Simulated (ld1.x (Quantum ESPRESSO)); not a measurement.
# Before and after: TM potential for Pt (Z = 78)

```json
{"Element": "platinum", "Generator": "ld1.x (Quantum ESPRESSO) 7.5", "Type": "norm-conserving Troullier–Martins (Kleinman–Bylander form)", "Functional": "PBE", "Relativity": "scalar-relativistic", "Frozen core": "[Xe] 4f14", "Valence charge": "10", "Reference configuration": "5d9 6s0 6p0 (charge +1)", "Partial waves": "6s (bound, empty): rc 1.75 bohr; 6p (bound, empty): rc 2.70 bohr; 5d (bound): rc 1.90 bohr", "Local potential": "all-electron potential smoothed inside 1.35 bohr (lloc = -1)", "Core correction": "Bessel-smoothed model core inside 0.95 bohr"}
```

Change: all radii but the core radius scaled by about 1.38 (s 2.40, p 3.72, d 2.62 bohr); local potential all-electron potential smoothed inside 1.86 bohr (lloc = -1).

Cutoffs: the cutoffs (Ry, on a coarse ladder) from which the occupation-weighted sum of valence levels, in a spherical-Bessel basis at the reference potential, stays within 10 and 1 mRy of its value at 400 Ry; they do not see the model core or the augmentation charge, which bear on the density cutoff. Errors are all-electron minus pseudo energies relative to the spin-unpolarised reference configuration.

Task: What does the change do?

Result: The potential gets softer (40 Ry and 50 Ry → 35 Ry and 40 Ry); both files keep a bound ghost (p, s); of the 7 tests that both files solve, the error grows in 3 and shrinks in 2 by more than 15 % and 0.3 meV (median size 10.6 → 14.1 meV). A larger radius leaves more room for a smooth pseudo-wave, so fewer plane waves are needed.

| quantity | base | changed |
| --- | --- | --- |
| cutoff, loose | 40 Ry | 35 Ry |
| cutoff, tight | 50 Ry | 40 Ry |
| bound ghosts | s, p | s, p |
| error for 5d9 6s1 6p0, meV [ΔE -9.19 eV] | -2.7 | -7.3 |
| error for 5d8 6s0 6p0, meV [ΔE 19.97 eV] | -37 | -36 |
| error for 5d7 6s0 6p0, meV [ΔE 52.18 eV] | -211 | -183 |
| error for 5d10 6s0 6p0, meV [ΔE -9.21 eV] | -11 | -14 |
| error for 5d9 6s0.5 6p0, meV [ΔE -5.50 eV] | +0.2 | -1.2 |
| error for 5d8 6s1 6p1, meV [ΔE -2.63 eV] | -66 | -54 |
| error for 5d9 6s0 6p1, meV [ΔE -4.15 eV] | -1.7 | +1.2 |

Base: These tests converged, but a pseudo level misses the all-electron one widely, so the file describes the atom poorly there or has found another state: 5d7 6s0 6p0: empty 6p by 6.2 eV. Changed file: These tests converged, but a pseudo level misses the all-electron one widely, so the file describes the atom poorly there or has found another state: 5d7 6s0 6p0: empty 6p by 6.2 eV (a node warning on the way). A true bound ghost makes a file unfit for plane-wave use even where its test errors are small: the radial tests pick states by their node count and pass the ghost by.
